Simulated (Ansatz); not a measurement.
Basis-set extrapolation for C₁₀H₂₀ (`CC(C)(C)/C=C/C(C)(C)C`) (PBE0-D4/def2-TZVP geometry, frozen core, Ansatz 0.2.0). Multiplicity 1, RHF reference.

|  | def2-TZVPP | def2-QZVPP |
| --- | --- | --- |
| HF | -390.458462 | -390.476453 |
| MP2 correlation | -1.746581 | -1.853202 |
| CCSD(T) correlation | -1.921871 | not run |

Energies in hartree. Use E(X) = E(∞) + A·exp(−7.88·√X) for Hartree–Fock and E(X) = E(∞) + B·X^(−2.97) for correlation, with X = 3 and 4, and add CCSD(T) minus MP2 of the smaller set to the MP2 limit.

Question: What is the CCSD(T) energy at the basis-set limit?

Answer: HF limit: -390.476453 + (-0.017991) × 0.13774 = -390.47893. MP2 limit: -1.853202 + (-0.106621) × 0.74074 = -1.93218. Higher-order term: -1.921871 − (-1.746581) = -0.17529. Total: -392.58640 hartree, 129.3 kcal/mol below CCSD(T)/def2-TZVPP.
